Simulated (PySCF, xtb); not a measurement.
iodine cation (I₂), SMILES II (connectivity only; charge and spin as stated), charge +1, multiplicity 2. Atoms are numbered in the order given.

```xyz
2

I      0.0000     0.0000    -1.2854
I      0.0000     0.0000     1.2854
```
Charge +1, spin multiplicity 2.

Geometry: PBE0-D3(BJ)/def2-TZVP. The multiplicity is an assumed one; other spin states were not compared. The def2 effective core potentials stand for the cores of I; spin–orbit coupling is left out.

These are C-PCM-B3LYP/def2-SVP (PySCF) values and carry that method's errors.

The values are the electrostatic part of the solvation free energy, E(continuum) − E(gas) at the gas-phase geometry, in a cavity of scaled van der Waals radii (PySCF's table); cavitation and dispersion terms are not included.

```csv
solvent,ε,ΔG(elec) (kcal/mol)
water,78.36,-59.7
dimethylsulfoxide,46.83,-59.2
1-octanol,9.86,-54.3
```

For comparison, GFN2-xTB/ALPB(water) (xtb, at the GFN2-xTB geometry, all terms of that model) gives -51.1 kcal/mol.
